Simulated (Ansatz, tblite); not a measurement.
Forces on B(CNMe)H3 (C₂H₆BN) at its r2SCAN-D4/def2-SVP geometry. Charge 0, multiplicity 1.

The xTB rows come from tblite.

GFN1-xTB (tblite), largest force 0.54 eV/Å:

```xyz
10
positions Å, forces eV/Å
B    -1.042    0.084    1.797    0.090   -0.007   -0.156
C    -0.273    0.021    0.469   -0.057    0.005    0.098
N     0.313   -0.027   -0.543   -0.271    0.024    0.472
C     1.020   -0.083   -1.758    0.246   -0.020   -0.425
H     2.087    0.121   -1.583   -0.251   -0.040    0.015
H     0.625    0.668   -2.459    0.052   -0.153    0.196
H     0.917   -1.081   -2.210   -0.008    0.209    0.145
H    -2.213   -0.159    1.531    0.483    0.102    0.122
H    -0.890    1.219    2.231   -0.070   -0.474   -0.171
H    -0.544   -0.764    2.526   -0.214    0.355   -0.295
```

GFN2-xTB (tblite), largest force 0.64 eV/Å:

```
B 0.055 -0.005 -0.097
C -0.063 0.005 0.108
N 0.041 -0.001 -0.065
C -0.084 0.006 0.144
H -0.300 -0.044 0.039
H 0.046 -0.174 0.247
H -0.023 0.240 0.189
H 0.621 0.123 0.102
H -0.058 -0.584 -0.258
H -0.235 0.434 -0.409
```

PBE-D4/def2-TZVP (Ansatz), largest force 0.18 eV/Å:

```
B 0.051 -0.004 -0.088
C -0.082 0.006 0.140
N -0.063 0.006 0.112
C 0.090 -0.008 -0.156
H -0.043 -0.007 0.000
H 0.011 -0.027 0.032
H 0.000 0.037 0.023
H 0.105 0.023 0.032
H -0.018 -0.106 -0.033
H -0.051 0.080 -0.061
```
